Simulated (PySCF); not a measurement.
Two species compared at the same levels of theory.

First species: C3H9F2PSi.
Geometry (PBE0-D3(BJ)/def2-SVP, Å), atoms numbered from 1 in this order:
```xyz
16
C3H9F2PSi angstrom
C     -1.2783   -1.4404   -0.2952
Si    -0.0372   -0.0920    0.1170
C      1.4284   -0.7525    1.0898
C      0.4984    0.8599   -1.4060
P     -1.1044    1.4738    1.4295
F     -2.0514    2.0248    0.2151
F      0.1013    2.5726    1.3103
H     -2.1593   -1.0166   -0.8014
H     -1.6208   -1.9706    0.6071
H     -0.8243   -2.1841   -0.9697
H      2.0049   -1.4665    0.4798
H      2.1029    0.0683    1.3788
H      1.1086   -1.2737    2.0056
H      1.0191    0.2111   -2.1277
H      1.1742    1.6801   -1.1209
H     -0.3797    1.3021   -1.9005
```

Second species: GeEt(SiH3)3, C₂H₁₄GeSi₃.
Bonds: Ge1–C2, Ge1–Si9, Ge1–Si13, Ge1–Si17, C2–C3. Hydrogens: H4, H5 on C2; H6, H7, H8 on C3; H10, H11, H12 on Si9; H14, H15, H16 on Si13; H18, H19, H20 on Si17.

Levels: CAM-B3LYP/def2-SVPD for HOMO energy, LUMO energy, HOMO–LUMO gap and static isotropic polarisability; TDDFT CAM-B3LYP/def2-SVPD for lowest singlet excitation; TDA CAM-B3LYP/def2-SVPD for lowest triplet excitation (Tamm–Dancoff). Geometries: PBE0-D3(BJ)/def2-SVP. Each structure is a single optimised conformer of the isolated species, non-relativistic unless stated; the electronic structure was computed with PySCF and density fitting.

Dipoles, sizes and rotational constants follow the conformer. The torsions of the flexible species, by atom-mapped SMILES:
- `[CH3:1][Si:2]([CH3:3])([CH3:4])[P:5]([F:6])[F:7]`: C1–Si2–P5–F6 -70°

Values for the first species:

- HOMO energy: -8.12 eV
- LUMO energy: 0.38 eV
- HOMO–LUMO gap: 8.50 eV
- Lowest singlet excitation: 4.56 eV
- Lowest triplet excitation (Tamm–Dancoff): 3.74 eV
- Static isotropic polarisability: 89.2 au

(1) Estimate the same properties for the second species, and the change in each.

## Answers

(1) 
```json
{"property": "HOMO energy", "first": "-8.12 eV", "second": "-8.83 eV", "second less first": "-0.71 eV"}
{"property": "LUMO energy", "first": "0.38 eV", "second": "0.76 eV", "second less first": "+0.38 eV"}
{"property": "HOMO–LUMO gap", "first": "8.50 eV", "second": "9.59 eV", "second less first": "+1.09 eV"}
{"property": "lowest singlet excitation", "first": "4.56 eV", "second": "6.58 eV", "second less first": "+2.02 eV"}
{"property": "lowest triplet excitation (Tamm–Dancoff)", "first": "3.74 eV", "second": "5.88 eV", "second less first": "+2.14 eV"}
{"property": "static isotropic polarisability", "first": "89.2 au", "second": "151.1 au", "second less first": "+61.9 au"}
```

On the first: No computed singlet falls in the visible range (750 to 380 nm, 1.65 to 3.26 eV); S1 lies 1.30 eV above its blue end. S1 lies 3.94 eV below the HOMO–LUMO gap; its leading configuration is HOMO→LUMO, weight 0.96.

On the second: S1 lies 3.01 eV below the HOMO–LUMO gap; its leading configuration is HOMO→LUMO, weight 0.65. The vertical singlet–triplet gap S1 − T1 is 0.70 eV (TDDFT singlet less Tamm–Dancoff triplet; S1: HOMO→LUMO, weight 0.65; T1: HOMO→LUMO, weight 0.67). The calculation is non-relativistic and has no spin–orbit coupling, an omission that weighs most on germanium.
